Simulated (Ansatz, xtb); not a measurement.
A geometry optimisation of H9Si4 with r2SCAN-D4/def2-SVP

The starting geometry of this gas-phase doublet has its atoms placed at random.

```tsv
atom	x (Å)	y (Å)	z (Å)
Si	-0.0704	1.4373	0.2449
Si	-0.7345	-0.5084	-1.2187
Si	-2.3255	-0.8755	-0.1852
Si	1.5915	0.0271	-0.2043
H	0.7513	2.2173	1.3229
H	-0.2866	-2.4040	-1.2118
H	1.3507	-0.6940	1.5026
H	0.5138	-0.6500	0.0092
H	1.9585	-1.7839	0.0767
H	-1.9066	0.4716	0.1535
H	-1.4471	-1.1452	0.8292
H	-0.9259	1.0956	-0.8563
H	2.0318	1.2737	0.9396
```

Problem. One run relaxed it with r2SCAN-D4/def2-SVP. What is a likely outcome?

Solution. It loosens into H6Si2 + H3Si2, which stay close as a complex. Distances that change by over a tenth: Si2–Si3 (1.93 → 2.28 Å), Si2–Si4 (2.59 → 5.07 Å), Si3–H11 (1.37 → 1.52 Å), Si4–H13 (1.75 → 1.50 Å). Contacts that open: Si1–Si2 (2.52 → 5.07 Å), Si2–H12 (1.66 → 4.86 Å), Si3–H10 (1.45 → 3.09 Å), Si4–H8 (1.29 → 3.73 Å). Contacts that close: Si1–H10 (2.08 → 1.50 Å), Si2–H6 (1.95 → 1.54 Å), Si3–H8 (2.85 → 1.68 Å), Si4–H7 (1.87 → 1.49 Å), Si4–H9 (1.87 → 1.49 Å).

The energy falls by 13.49 eV over 35 steps:

```json
{"step": "1", "E − E(last) (eV)": "13.485"}
{"step": "5", "E − E(last) (eV)": "3.460"}
{"step": "9", "E − E(last) (eV)": "0.461"}
{"step": "12", "E − E(last) (eV)": "0.143"}
{"step": "16", "E − E(last) (eV)": "0.085"}
{"step": "20", "E − E(last) (eV)": "0.047"}
{"step": "24", "E − E(last) (eV)": "0.012"}
{"step": "27", "E − E(last) (eV)": "0.004"}
{"step": "31", "E − E(last) (eV)": "0.000"}
{"step": "35", "E − E(last) (eV)": "0.000"}
```

Final geometry (Å):

```xyz
13

Si    0.0506    1.7667    0.4639
Si   -1.4822   -2.2011   -2.3033
Si   -2.0982   -1.5877   -0.1958
Si    1.6392    0.1072    0.9524
H     0.2804    2.9628    1.3313
H    -0.3833   -2.8164   -1.4101
H     1.3849   -0.4668    2.3090
H    -1.1696   -0.7824   -1.3356
H     1.5959   -0.9930   -0.0574
H    -1.3409    1.2682    0.7082
H    -1.1329   -1.6946    0.9708
H     0.1529    2.1806   -0.9693
H     3.0041    0.7181    0.9382
```

From the same start GFN2-xTB ends elsewhere, in pieces: H5Si2 + H4Si2.

From so rough a start the end depends on the optimiser's path, so another program may land elsewhere. The end wasn't checked by frequencies. Open shells are spin-unrestricted. Run with Ansatz 0.2.0, 5.5 min on 2 threads of Intel(R) Xeon(R) Platinum 8259CL CPU @ 2.50GHz (Skylake/Cascade Lake), with other jobs on the host.
